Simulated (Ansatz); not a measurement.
Job for Ansatz (a first-principles code): U-CCSD(T)/cc-pVTZ on CH4BeSe (SMILES [CH3][Be][SeH]), a point of a bond scan (R = 1.094 Å). The run froze 16 orbitals, filled d shells among them.

Ansatz 0.2 input:
```yaml
crystal:
  periodic: [false, false, false]
  atoms:
    - {symbol: Be, position_ang: [0.84087454, -0.76089314, -0.21395214]}
    - {symbol: C, position_ang: [2.06337196, -1.85751166, -0.53818992]}
    - {symbol: H, position_ang: [1.68770817, -2.88279023, -0.61050377]}
    - {symbol: H, position_ang: [2.83970476, -1.84920725, 0.23293687]}
    - {symbol: H, position_ang: [2.55737254, -1.63238092, -1.48948226]}
    - {symbol: Se, position_ang: [-0.64194585, 0.60717560, 0.13442119]}
    - {symbol: H, position_ang: [-1.00235638, -0.09094968, 1.38167697]}
basis:
  gaussian:
    orbitals: cc-pVTZ
correlation: {method: ccsd_t, electrons: outside_noble_gas}
scf: {omitted_lower_state_checks: [cluster_reference]}
magnetization: {spin_polarized: true, initial_magnetization: 0}
```

Problem. What total energy does the run end on?

Solution. -2455.2233 hartree (reference determinant -2454.7884, T1 diagnostic 0.010).

Problem. How many basis functions does it have, and what does it roughly cost on one machine?

Solution. 159 functions; around 100 core-seconds (rough).
